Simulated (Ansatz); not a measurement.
IZn (SMILES [Zn+][I]), charge +1, singlet, at a GFN2-xTB geometry (such geometries of metal compounds can be far from the true shape) (core potentials on I). Base run: HF/def2-SVP (Ansatz, a program for electronic structure).

Input for Ansatz:
Ansatz 0.2 input:
```yaml
crystal:
  periodic: [false, false, false]
  atoms:
    - {symbol: Zn, position_ang: [-0.00000000, -0.00000000, -1.52043851]}
    - {symbol: I, position_ang: [0.00000000, 0.00000000, 0.86062557]}
basis:
  gaussian:
    orbitals: def2-SVP
hamiltonian:
  xc: hf
total_charge: 1
```

Variants of this job, named by their change:

```csv
change,ΔE vs base (mEh)
base,0.000
forces = on,0.000
fitting.mean_field = def2-universal-JKFIT,…
"point_charge = charge:-1.0 position_ang:-3.7861, 1.2929, 0.9168",-108.1
nuclear_model = gaussian,…
lower_state_search = off,0.000
"point_charge = charge:1.0 position_ang:2.5779, 0.6569, 2.9079",91.014
lower_state_search = light,0.000
lower_state_search = full,0.000
accuracy = high,-0.006
"point_charge = charge:0.5 position_ang:2.2712, 3.4322, -1.1186",60.996
```

Question: What belongs in the gaps?

Answer: 
- fitting.mean_field = def2-universal-JKFIT, ΔE vs base (mEh): 0.106
- nuclear_model = gaussian, ΔE vs base (mEh): 5.961
